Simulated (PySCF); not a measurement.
TiCl3I, SMILES [Cl][Ti]([Cl])([Cl])[I], multiplicity 1.

Geometry optimised at B3LYP-D3(BJ)/def2-SVP. The multiplicity is an assumed one; no other spin state was optimised. The structure was generated by enumeration; whether it is a known compound was not checked. The def2 effective core potentials stand for the cores of I; spin–orbit coupling is left out.

Method: B3LYP/def2-TZVP in PySCF.

Symmetry labels are those of the subgroup Cs that the program uses (full group C3v).

Computed valence orbital energies around the gap with their symmetry:
| orbital | symmetry | energy (eV) |
|---|---|---|
| HOMO−7 | A" | -10.43 |
| HOMO−6 | A' | -10.21 |
| HOMO−5 | A" | -9.83 |
| HOMO−4 | A' | -9.83 |
| HOMO−3 | A' | -9.39 |
| HOMO−2 | A" | -9.29 |
| HOMO−1 | A' | -8.11 |
| HOMO | A" | -8.11 |
| LUMO | A' | -3.96 |
| LUMO+1 | A" | -3.96 |
| LUMO+2 | A' | -3.44 |
| LUMO+3 | A" | -3.23 |
